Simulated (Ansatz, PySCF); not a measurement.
Reaction (SMILES): COC(C)OC + 5 [H][H] (H2) → 4 C (CH4) + 2 O (H2O)
Structures are relaxed separately at B3LYP-D3(BJ)/def2-TZVP in Ansatz (an electronic-structure program), one conformer each, not searched for the lowest. Frequencies are from Ansatz or PySCF.

Quantity: energy of full hydrogenation (enthalpy at 298 K, with B3LYP-D3(BJ) rigid-rotor harmonic-oscillator terms), in kcal/mol. Valence correlation only, unless marked. No spin-orbit coupling. No relativistic terms. CBS marks a two-point X^-3 extrapolation of the correlation energy; Hartree-Fock from the larger set.

From measured enthalpies of formation at 298 K: -93.7 kcal/mol (COC(C)OC -93.1, CRC Handbook; [H][H] (H2) 0.0, ATcT 1.112; C (CH4) -17.8, ATcT 1.112; O (H2O) -57.8, ATcT 1.112). It holds spin-orbit effects, and any other conformers, which the calculations lack, and core correlation, which the frozen-core levels lack. This is an older compilation, not checked against later work.

| level | program | energy of full hydrogenation (kcal/mol) | error against measurement |
|---|---|---|---|
| revPBE-D3(BJ)/def2-TZVPD | Ansatz + dftd3 | -88.7 | 5.0 |
| r2SCAN/def2-TZVPD | Ansatz | -90.3 | 3.4 |
| B3LYP/def2-TZVPD | Ansatz | -97.8 | -4.1 |
| PBE0/def2-TZVPD | Ansatz | -97.0 | -3.3 |
| BHLYP-D3(BJ)/def2-TZVPD | Ansatz + dftd3 | -95.3 | -1.6 |
| MP2/6-31G* | Ansatz | -67.4 | 26.3 |
| MP2/aug-cc-pVDZ | Ansatz | -97.5 | -3.8 |
| RI-MP2/cc-pVTZ | Ansatz | -92.2 | 1.5 |
| SCS-MP2/STO-3G | Ansatz | -32.7 | 61.0 |
| CCSD(T)/CBS(cc-pVTZ,cc-pVQZ) | Ansatz | -94.0 | -0.3 |

Nearest to the measured value here: CCSD(T)/CBS(cc-pVTZ,cc-pVQZ); farthest: SCS-MP2/STO-3G.
